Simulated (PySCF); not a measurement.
Two species compared at the same levels of theory.

First species: SiF4.
SMILES: `F[Si](F)(F)F`

Second species: ZrFCl3 (singlet state).
Bonds: Zr1–F2, Zr1–Cl3, Zr1–Cl4, Zr1–Cl5.

Levels: CAM-B3LYP/def2-SVPD for dipole moment, HOMO energy, LUMO energy, HOMO–LUMO gap and static isotropic polarisability; TDDFT CAM-B3LYP/def2-SVPD for lowest singlet excitation; TDA CAM-B3LYP/def2-SVPD for lowest triplet excitation (Tamm–Dancoff). Geometries: PBE0-D3(BJ)/def2-SVP. Each species is one conformer at its optimised geometry, gas phase (atoms past krypton carry core potentials, spin–orbit coupling is left out); the electronic structure was computed with PySCF and density fitting.

Q: Which has the higher LUMO energy?

A: The first: 0.17 eV against -1.55 eV, a difference of 1.72 eV.

Q: Which of the two has the higher HOMO energy, and by how much?

A: The second: -11.10 eV against -14.55 eV, a difference of 3.45 eV.

Q: Which has the higher T1 energy?

A: The first: 10.56 eV against 5.66 eV, a difference of 4.90 eV.

Q: Which has the higher HOMO–LUMO gap?

A: The first: 14.72 eV against 9.55 eV, a difference of 5.17 eV.

Q: Which of the two has the higher dipole moment, and by how much?

A: The second: 0.08 D against 0.00 D, a difference of 0.08 D.

Q: Which of the two has the higher S1 energy, and by how much?

A: The first: 10.92 eV against 6.03 eV, a difference of 4.89 eV.

Q: Which has the higher static isotropic polarisability?

A: The second: 79.6 au against 23.0 au, a difference of 56.6 au.

On the first: The vertical singlet–triplet gap S1 − T1 is 0.36 eV (TDDFT singlet less Tamm–Dancoff triplet). S1 lies 3.80 eV below the HOMO–LUMO gap.

On the second: The 10 singlets span 6.03 to 6.83 eV, and their oscillator strengths add up to 0.14. The principal polarisabilities are 67.3, 85.4 and 86.0 au; their mean is the isotropic value. Atoms past krypton carry effective core potentials; spin–orbit coupling is left out.
